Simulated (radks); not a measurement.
The numbers below are computed, except where a source is named.
Species: Sr4+. Configuration: [Ar] 3d10 4s2 4p3 4d1 (not the ground configuration).

Code: a radial shooting solver on a logarithmic mesh with Libxc functionals. Model: Dirac Kohn-Sham, PBEsol, spin-unpolarised, spherical densities, point nucleus; open shells are shared between the two j in proportion to 2j + 1.

Energy parts (hartree):
| part | energy |
|---|---|
| total | -3172.54124 |
| kinetic | 3267.92477 |
| electron-nucleus | -7596.38691 |
| Hartree | 1257.49488 |
| exchange-correlation | -101.57398 |

Orbitals (lengths in bohr, moments of r in powers of bohr):
orbital  occ.  eigenvalue (hartree)     <r^2>   <1/r>
1s1/2       2             -586.9989  0.002068   38.98
2s1/2       2             -81.11032   0.03504   8.776
2p1/2       2             -74.00762   0.02670   8.750
2p3/2       4             -71.49519   0.02811   8.410
3s1/2       2             -14.11299    0.2777   2.936
3p1/2       2             -11.53187    0.2814   2.828
3p3/2       4             -11.14547    0.2932   2.746
3d3/2       4              -6.60834    0.2970   2.528
3d5/2       6              -6.54065    0.3012   2.507
4s1/2       2              -3.16390     1.878   1.048
4p1/2       1              -2.47632     2.269  0.9442
4p3/2       2              -2.42339     2.346  0.9249
4d3/2     0.4              -1.41332     3.905  0.7072
4d5/2     0.6              -1.40716     3.939  0.7037

The highest occupied level is 4d5/2 at -38.291 eV. The density falls to 0.001 e/bohr^3 at r = 3.20 bohr. Summed over all electrons, <r^2> = 20.17 bohr^2, which gives a Langevin (diamagnetic) susceptibility term of -16 x 10^-6 cm^3/mol.
